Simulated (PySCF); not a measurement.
Isomers of C4H5FN2, mass 100.044 u with the commonest isotopes. Computed with PBE0-D3(BJ)/def2-SVP geometry optimisation, gas phase (PySCF). One conformer each, none proved a minimum here; rigid rotors.

Question: Order these by rotational constant C, smallest first.
A. `n1(C)ncc(F)c1`
B. `[CH3:1]/[N:2]=[CH:3]\[C@H:4]([F:5])[C:6]#[N:7]` with N2–C3–C4–F5 -168°
C. `CN1C=CN=C1F`
D. `c1n(nc(c1)F)C`

Answer: B (1487 MHz), A (1613 MHz), D (1666 MHz), C (1884 MHz).

Question: Order these by rotational constant B, smallest first.
A. `Cn1ccc(F)n1`
B. `Cn1cc(F)cn1`
C. `c1nc(F)n(c1)C`

Answer: B (2030 MHz), A (2170 MHz), C (3422 MHz).

Question: Order these by radius of gyration √(Σ m r²/M), largest first.
A. `n1(C)cc(F)cn1`
B. `Cn1ccnc1F`
C. `[CH3:1]/[N:2]=[CH:3]\[C@H:4]([F:5])[C:6]#[N:7]` with N2–C3–C4–F5 -168°
D. `Fc1nn(C)cc1`

Answer: C (1.890 Å), A (1.774 Å), D (1.746 Å), B (1.643 Å).

```tsv
SMILES	point group	Ia (u·Å²)	Ib (u·Å²)	Ic (u·Å²)	κ	μa (D)	μb (D)	μc (D)
Cn1ccnc1F	near Cs	123.85	147.70	268.31	0.40	1.87	3.77	0.01
Cn1ccc(F)n1	near Cs	73.67	232.88	303.32	-0.81	3.26	1.92	0.01
Cn1cc(F)cn1	Cs	67.60	248.99	313.35	-0.86	1.95	1.86	0.00
Cn1nccc1F	near Cs	125.08	148.12	269.96	0.42	1.32	0.01	0.00
Cc1cnc(F)[nH]1	Cs	71.56	244.17	312.53	-0.83	2.83	3.22	0.00
C/N=C\[C@H](F)C#N	C1	140.64	234.13	339.94	-0.36	1.62	1.11	1.88
```
